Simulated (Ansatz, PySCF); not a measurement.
ClFH3NOSi, SMILES N[Si@@](O)(F)Cl.

Coordinates come from a PBE0-D3(BJ)/def2-SVP optimisation. The structure was generated by enumeration; whether it is a known compound was not checked. One conformer was computed; it need not be the lowest.

Vertical ionisation energy (IE) and electron affinity (EA) in eV. Rows of orbital energies are one-electron estimates. Where ΔSCF, EOM or ADC give a negative EA the extra electron is unbound and the value depends on the basis.

```csv
level,IE,EA
"−ε(HOMO), −ε(LUMO), M06-2X/def2-TZVP (PySCF)",9.77,-0.95
"−ε(HOMO), −ε(LUMO), PBE/def2-TZVP (PySCF)",6.77,0.56
"ΔSCF, CAM-B3LYP/def2-TZVPD (Ansatz), final states of multiplicity 2 and 2",…,…
"ΔSCF, PBE/def2-TZVPD (Ansatz), final states of multiplicity 2 and 2",10.22,-0.43
```

Complete the blanks. (The exact figures need the calculation; the answer reports its results.)


- ΔSCF, CAM-B3LYP/def2-TZVPD (Ansatz, a program for electronic structure), final states of multiplicity 2 and 2, IE: 10.83
- ΔSCF, CAM-B3LYP/def2-TZVPD (Ansatz), final states of multiplicity 2 and 2, EA: -0.67

What vertical singlet–triplet gap does ΔSCF give with CAM-B3LYP/def2-TZVPD (Ansatz) and with PBE/def2-TZVPD (Ansatz)? (The exact figures need the calculation; the answer reports its results.)

6.58 and 6.02 eV (triplet above singlet where positive).
